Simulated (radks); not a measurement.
Results of a calculation; reference values are marked as such.
Problem. Ionisation of B+, [He] 2s2, to B2+, [He] 2s1, under several functionals. Scalar-relativistic Kohn-Sham, spin-polarised, spherical densities, finite nucleus; open shells are filled with parallel spins first; a radial shooting solver on a logarithmic mesh with Libxc functionals. The NIST Atomic Spectra Database gives 25.155 eV (measured). Rank these functionals by the error of their Delta-SCF ionisation energy: BP86; B86b exchange with PBE correlation; exchange-only LDA; LDA (Slater exchange, Perdew-Zunger correlation); PBE.

Solution. From best to worst: BP86 24.706 eV (-0.449); B86b exchange with PBE correlation 24.640 eV (-0.515); PBE 24.613 eV (-0.542); LDA (Slater exchange, Perdew-Zunger correlation) 24.576 eV (-0.578); exchange-only LDA 22.863 eV (-2.292).
